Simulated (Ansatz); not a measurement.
Harmonic frequencies (cm⁻¹) at PBE0-D4/def2-TZVP from Ansatz: 405, 489, 2693.

**Question.** Which molecule is it?
A. `[Mg][SH]`•
B. `[Br][Al][Br]`•
C. `S[B]Cl`•
D. `[Cl][GaH]`•

**Answer.** A.
